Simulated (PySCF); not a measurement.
**Spin–spin coupling constants**

Molfile (atoms numbered from 1):
```
C10H14F4
     RDKit          3D

 28 28  0  0  0  0  0  0  0  0999 V2000
   -3.8961    0.5095    0.2461 F   0  0  0  0  0  0  0  0  0  0  0  0
   -3.1885    0.9747   -0.8406 C   0  0  0  0  0  0  0  0  0  0  0  0
   -1.7302    0.5687   -0.7363 C   0  0  1  0  0  0  0  0  0  0  0  0
   -1.1093    1.1749    0.5327 C   0  0  0  0  0  0  0  0  0  0  0  0
    0.3893    1.1906    0.5693 C   0  0  0  0  0  0  0  0  0  0  0  0
    1.1723    0.1034    0.5440 C   0  0  0  0  0  0  0  0  0  0  0  0
    2.6679    0.2461    0.5695 C   0  0  0  0  0  0  0  0  0  0  0  0
    3.3347   -0.0344   -0.7576 C   0  0  0  0  0  0  0  0  0  0  0  0
    2.8998    0.7904   -1.7132 F   0  0  0  0  0  0  0  0  0  0  0  0
    4.6596    0.1215   -0.6645 F   0  0  0  0  0  0  0  0  0  0  0  0
    3.1145   -1.2856   -1.1871 F   0  0  0  0  0  0  0  0  0  0  0  0
    0.6003   -1.2899    0.4607 C   0  0  0  0  0  0  0  0  0  0  0  0
   -0.2145   -1.5534   -0.8068 C   0  0  0  0  0  0  0  0  0  0  0  0
   -1.6155   -0.9554   -0.8123 C   0  0  0  0  0  0  0  0  0  0  0  0
   -3.2909    2.0737   -0.8687 H   0  0  0  0  0  0  0  0  0  0  0  0
   -3.6479    0.5561   -1.7532 H   0  0  0  0  0  0  0  0  0  0  0  0
   -1.2221    1.0106   -1.6136 H   0  0  0  0  0  0  0  0  0  0  0  0
   -1.4755    2.2076    0.6424 H   0  0  0  0  0  0  0  0  0  0  0  0
   -1.5076    0.6245    1.4045 H   0  0  0  0  0  0  0  0  0  0  0  0
    0.8734    2.1725    0.6162 H   0  0  0  0  0  0  0  0  0  0  0  0
    3.1224   -0.4427    1.3003 H   0  0  0  0  0  0  0  0  0  0  0  0
    2.9619    1.2680    0.8486 H   0  0  0  0  0  0  0  0  0  0  0  0
   -0.0412   -1.4727    1.3431 H   0  0  0  0  0  0  0  0  0  0  0  0
    1.4172   -2.0230    0.5195 H   0  0  0  0  0  0  0  0  0  0  0  0
   -0.3182   -2.6437   -0.9325 H   0  0  0  0  0  0  0  0  0  0  0  0
    0.3574   -1.1980   -1.6804 H   0  0  0  0  0  0  0  0  0  0  0  0
   -2.1313   -1.2910   -1.7286 H   0  0  0  0  0  0  0  0  0  0  0  0
   -2.1936   -1.3774    0.0286 H   0  0  0  0  0  0  0  0  0  0  0  0
  1  2  1  0
  2  3  1  0
  3  4  1  0
  4  5  1  0
  5  6  2  0
  6  7  1  0
  7  8  1  0
  8  9  1  0
  8 10  1  0
  8 11  1  0
  6 12  1  0
 12 13  1  0
 13 14  1  0
 14  3  1  0
  2 15  1  0
  2 16  1  0
  3 17  1  6
  4 18  1  0
  4 19  1  0
  5 20  1  0
  7 21  1  0
  7 22  1  0
 12 23  1  0
 12 24  1  0
 13 25  1  0
 13 26  1  0
 14 27  1  0
 14 28  1  0
M  END
```

Indirect spin–spin couplings were computed at B3LYP/pcJ-1 (spin–dipole term only in couplings to heteroatoms) (PySCF) on a PBE0-D3(BJ)/def2-SVP structure, for the isolated molecule, without vibrational or relativistic corrections. Couplings are averaged over pairs made equivalent by symmetry, fast rotation or ring inversion, so a value needn't be that of the named pair in this geometry, while other rotamers aren't included; one pair stands for each set, and the list holds a selection of those of at least 0.8 Hz over up to four bonds, among pairs with at least one F or H atom (others weren't computed). One-bond C–F couplings come out tens of Hz too large with common functionals.

Isotopes: 13C, 19F, 1H.

```
    pair  bonds  J (Hz)
  F1, C2      1  -233.8
 C2, H15      1   153.4
 C2, H16      1   153.0
 C3, H17      1   130.1
 C4, H18      1       ?
 C4, H19      1       ?
 C5, H20      1   161.9
 C7, H21      1       ?
 C7, H22      1   135.0
  C8, F9      1  -342.5
C12, H23      1   128.9
C12, H24      1       ?
C13, H25      1   131.4
C13, H26      1   134.1
C14, H28      1       ?
 C3, H28      2    -4.1
 C6, H22      2    -4.4
H15, H16      2    -9.9
 F1, C14      3       ?
 C5, H23      3     5.1
 C6, H19      3     6.0
 C7, H24      3       ?
H17, H27      3     3.3
H23, H26      3    13.7
 C3, H23      4     2.2
C13, H19      4       ?
```

**Question.** Estimate the withheld couplings, with signs.

**Answer.** 
- 1J(C4,H18) = 131.2 Hz (bond length 1.101 Å, sp3 carbon)
- 1J(C4,H19) = 131.7 Hz (bond length 1.105 Å, sp3 carbon)
- 1J(C7,H21) = 134.9 Hz (bond length 1.102 Å, sp3 carbon)
- 1J(C12,H24) = 134.4 Hz (bond length 1.099 Å, sp3 carbon)
- 1J(C14,H28) = 131.2 Hz (bond length 1.104 Å, sp3 carbon)
- 3J(F1,C14) = 2.6 Hz (dihedral angle 65°)
- 3J(C7,H24) = 5.4 Hz (dihedral angle 5°)
- 4J(C13,H19) = 2.5 Hz
